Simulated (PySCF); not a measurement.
Ta(NH)(OH)2(Me) (CH₆NO₂Ta), SMILES [CH3][Ta](=[NH])([OH])[OH], multiplicity 1. Atoms are numbered in the order given.

```xyz
11

Ta    -0.0584     0.0133     0.0000
N     -0.2262     1.7858     0.0000
H     -0.3734     2.7882     0.0000
O     -0.7210    -0.7801     1.6178
H     -1.1290    -0.4651     2.4313
O     -0.7210    -0.7801    -1.6178
H     -1.1290    -0.4651    -2.4313
C      2.0947    -0.2962     0.0000
H      2.5640     0.1548     0.8905
H      2.5640     0.1548    -0.8905
H      2.3157    -1.3796     0.0000
```

Geometry: B3LYP-D3(BJ)/def2-SVP. The spin state was assumed, not searched. The def2 effective core potentials stand for the cores of Ta; spin–orbit coupling is left out. The values are those of a single conformer.

All values below come from PBE/def2-TZVP run with PySCF.

Computed frontier levels, gap, dipole moment and polarisability:
| Property | Value |
|---|---|
| highest occupied level | -6.14 eV |
| lowest empty level | -1.24 eV |
| orbital gap | 4.90 eV |
| dipole moment | 1.37 D |
| quadrupole, principal values (traceless, Buckingham form, about the centre of nuclear charge) | -5.84, -1.88, 7.73 D·Å |
| mean static polarisability | 69.6 bohr³ (10.31 Å³) |
| polarisability, principal values | 66.5, 67.2, 75.0 bohr³ |
